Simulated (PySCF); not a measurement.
All values below come from PBE-D3(BJ)/def2-TZVP // PBE0-D3(BJ)/def2-TZVP run with PySCF. All species are isolated molecules in the gas phase. Excitations are Tamm–Dancoff values on a coarser integration grid. The basis has no diffuse functions, so Rydberg states are missing or too high.

Reference species (SMILES): `C#C[SiH]=O` (neutral, multiplicity 1).

The S1–T1 gap (TDA) is 0.32 eV and the HOMO is -6.79 eV.

Changed species: `O=C=C=[SiH2]`.

Question: What does the change do to the S1–T1 gap (TDA) and HOMO?

Answer: the S1–T1 gap (TDA) drops by 0.08 eV, to 0.24 eV; the HOMO increases by 0.98 eV, to -5.81 eV.
